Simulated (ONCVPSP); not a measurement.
## tantalum (Ta), ONCV: configuration errors across variants

* Element: tantalum
* Generator: ONCVPSP 4.0.1
* Type: optimised norm-conserving Vanderbilt (ONCV)
* Functional: LDA (Perdew-Zunger)
* Relativity: scalar-relativistic
* Frozen core: [Kr] 4d10 4f14
* Valence charge: 13
* Reference configuration: 5s2 5p6 5d3 6s1 (charge +1)
* Partial waves: 5s+6s: rc 2.15 bohr, ncon 5, nbas 8, qcut 4.3 1/bohr, 2 projectors; 5p: rc 1.35 bohr, ncon 4, nbas 8, qcut 7.2 1/bohr, 3 projectors, debl 1.9 Ha; 5d: rc 2.50 bohr, ncon 4, nbas 9, qcut 5.9 1/bohr, 2 projectors, debl 0.6 Ha; f scattering state at 0.4 Ha: rc 2.25 bohr, ncon 4, nbas 9, qcut 5.2 1/bohr, 2 projectors, debl 1.2 Ha
* Local potential: polynomial inside 1.05 bohr (lpopt 5, dvloc0 0 Ha)
* Core correction: Teter function, fcfact 4.25, rcfact 1.05

All-electron excitation energies from the reference (eV): (1) 5s2 5p6 5d3 6s2 -8.702; (2) 5s2 5p6 5d3 6s0 15.309; (3) 5s2 5p6 5d2 6s0 39.236; (4) 5s2 5p6 5d2 6s2 -0.790.

A true bound ghost makes a file unfit for plane-wave use even where its test errors are small: the radial tests pick states by their node count and pass the ghost by.

Errors AE − PS in meV (a dash: test not solved or not reliable):

| change | (1) | (2) | (3) | (4) | bound ghosts | GHOST(+) flags above zero |
| --- | --- | --- | --- | --- | --- | --- |
| base | +3.3 | -6.1 | -11 | +1.8 | s | p, d |
| s: qcut 2.9 | +3.1 | -6.0 | -11 | +1.9 | s | p, d |
| s: qcut 3.4 | +3.2 | -6.3 | -12 | +1.6 | s | p, d |
| s: qcut 4.2 | +3.3 | -6.1 | -11 | +1.7 | s | p, d |
| s: qcut 5.7 | +3.3 | -5.0 | -10 | +3.2 | s | p, d |
| s: qcut 6.3 | +3.5 | -4.5 | -9.9 | +3.9 | none | s, p, d |

Task: Give the same row for: s: qcut 5.1.

Result: +3.3, -5.5, -11, +2.5; bound ghosts: s; GHOST(+) flags above zero: p, d.
